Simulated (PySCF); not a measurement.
Bonds (- single, = double, # triple, : aromatic): N1-C2 1.356 Å, C2=O3 1.216 Å, C2-Si4 1.931 Å. N1 carries H5, H6; Si4 carries H7, H8, H9.

Geometry: PBE0-D3(BJ)/def2-SVP; GIAO shifts from PySCF, gas phase, non-relativistic, averaged over equivalent atoms.

At PBE0/pcSseg-1 (100 basis functions, 6.6 s wall time on 1 thread of an Arm Neoverse V1, shared host):
```
   atoms  δ (ppm)
      N1    135.7
      C2    176.8
      O3    507.2
     Si4    -88.2
   H5/H6     5.03
H7/H8/H9     3.98
```

δ = σ(ref) − σ, references computed at the same level: ¹⁵N (σref 265.67) vs NH3; ¹³C (σref 184.41) and ²⁹Si (σref 351.99) and ¹H (σref 31.27) vs TMS; ¹⁷O (σref 334.56) against H2O.

Question: Estimate the result of repeating the calculation with KT2/pcSseg-2.

Answer: 
```json
{"atoms": "N1", "δ at KT2/pcSseg-2": "131.8", "change": "-3.9"}
{"atoms": "C2", "δ at KT2/pcSseg-2": "169.6", "change": "-7.2"}
{"atoms": "O3", "δ at KT2/pcSseg-2": "457.1", "change": "-50.1"}
{"atoms": "Si4", "δ at KT2/pcSseg-2": "-97.5", "change": "-9.3"}
{"atoms": "H5/H6", "δ at KT2/pcSseg-2": "5.18", "change": "+0.15"}
{"atoms": "H7/H8/H9", "δ at KT2/pcSseg-2": "4.05", "change": "+0.07"}
```

Chemical shifts δ = σref − σ; NH3 for ¹⁵N (σref 260.12); TMS for ¹³C (σref 182.28) and ²⁹Si (σref 350.99) and ¹H (σref 31.18); H2O for ¹⁷O (σref 324.36), all at this level.

The largest change is at O3 (amide-type carbonyl oxygen). Cost: 221 basis functions, 25 s wall time on 1 thread of an Arm Neoverse V1, shared host.

The C=O carbon of an acid or of an amide with N–H lies up to 10 ppm further downfield in solution, through hydrogen bonding that the calculation lacks. Unscaled 17O shifts of doubly bonded oxygen tend to come out too high, by tens of ppm or more. Experimental scales use liquid or dissolved standards, which lie at an offset from isolated NH3 (liquid NH3: subtract about 20 ppm) and H2O (liquid H2O: subtract about 36 ppm).
